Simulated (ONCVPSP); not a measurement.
# Configuration tests for germanium (ONCV)

Ge (Z = 32), optimised norm-conserving Vanderbilt (ONCV), made with ONCVPSP 4.0.1 (PBEsol, fully relativistic). Core [Ar], reference 3d10 4s1 4p3. Waves: 4s: rc 1.65 bohr, ncon 3, nbas 7, qcut 3.6 1/bohr, 2 projectors, debl 1.7 Ha; 4p: rc 2.00 bohr, ncon 4, nbas 9, qcut 4.4 1/bohr, 1 projector; 3d: rc 1.10 bohr, ncon 3, nbas 8, qcut 15.9 1/bohr, 2 projectors, debl 3.4 Ha; f scattering state at 0.16 Ha: rc 1.95 bohr, ncon 4, nbas 7, qcut 6.6 1/bohr, 2 projectors, debl 1.8 Ha. Local part: polynomial inside 0.80 bohr (lpopt 4, dvloc0 3 Ha). Core correction: Teter function, fcfact 5.25, rcfact 1.05.

Open shells are filled in proportion to 2j + 1.

Energies are relative to the spin-unpolarised reference configuration 3d10 4s1 4p3; without spin polarisation the order of configurations can differ from experiment.

Give the all-electron excitation energy and the error of the potential for: 3d10 4s2 4p2; 3d10 4s2 4p1; 3d10 4s2 4p0; 3d10 4s2 4p1.5.

```tsv
valence configuration	charge	ΔE all-electron (eV)	error AE − PS (meV)
3d10 4s2 4p2	0	-7.978	-1.1
3d10 4s2 4p1	+1	-0.522	-3.8
3d10 4s2 4p0	+2	14.930	-10
3d10 4s2 4p1.5	+0.5	-5.172	-2.6
```

Levels in the configuration 3d10 4s2 4p1.5:

```json
{"level": "3d j=5/2", "all-electron (eV)": "-33.310", "pseudo (eV)": "-33.274"}
{"level": "3d j=3/2", "all-electron (eV)": "-33.895", "pseudo (eV)": "-33.858"}
{"level": "4s j=1/2", "all-electron (eV)": "-15.621", "pseudo (eV)": "-15.621"}
{"level": "4p j=3/2", "all-electron (eV)": "-7.322", "pseudo (eV)": "-7.325"}
{"level": "4p j=1/2", "all-electron (eV)": "-7.540", "pseudo (eV)": "-7.542"}
```

Note: no bound ghost flagged; GHOST(+) flagged for s at 21.2 eV.
